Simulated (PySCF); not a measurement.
# How methods differ on the excitation energy of Sb²⁺

Sb²⁺ [Kr] 4d10 5s2 5p1 (2P) → Sb²⁺ [Kr] 4d10 5s1 5p2 (4P), as a difference of total energies. Computed with PySCF 2.14 in def2-TZVPPD with the def2 core potential (28 electrons), with a scalar-relativistic core potential. Correlated levels: valence: 4s2 4p6 4d10 frozen; valence and next inner shell: nothing frozen outside the core potential. The calculations carry no spin-orbit coupling.

| method | excitation energy (eV) |
| --- | --- |
| UHF | 5.572 |
| LDA | 8.066 |
| PBE | 7.778 |
| PBE0 | 7.337 |
| r2SCAN | 7.106 |
| BP86 | 7.817 |
| TPSSh | 7.372 |
| r2SCANh | 7.023 |
| PBEsol | 7.702 |
| MP2 (valence) | 6.303 |
| SCS-MP2 (valence) | 6.572 |
| MP2 (valence and next inner shell) | 7.098 |
| SCS-MP2 (valence and next inner shell) | 7.245 |

Problem. How much does correlation contribute at MP2 (valence and next inner shell)?

Solution. 7.098 − (5.572) = 1.526 eV, measured against UHF.
